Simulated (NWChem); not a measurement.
Species: C₅H₃N; SMILES C#C/C=C/C#N

```xyz
9

C     -0.1116    -3.0460     0.0000
C      0.1299    -1.8430     0.0000
C      0.4544    -0.4660     0.0000
C     -0.4728     0.5376     0.0000
C     -0.1173     1.9152     0.0000
N      0.1516     3.0599     0.0000
H     -0.3341    -4.1045     0.0000
H      1.5271    -0.2023     0.0000
H     -1.5497     0.3008     0.0000
```
Atoms are numbered in this order, from 1.

Computed with NWChem. All runs use the structure optimised with PBE-D3(BJ)/def2-SVP.

Task: Estimate the computed values for PW91/def2-SVP. Quantities: highest occupied level (eV); orbital gap (eV); dipole (D).

Result: 
```
Quantity                     Value
---------------------------  -----
highest occupied level (eV)  -6.63
orbital gap (eV)              3.32
dipole (D)                    3.93
```
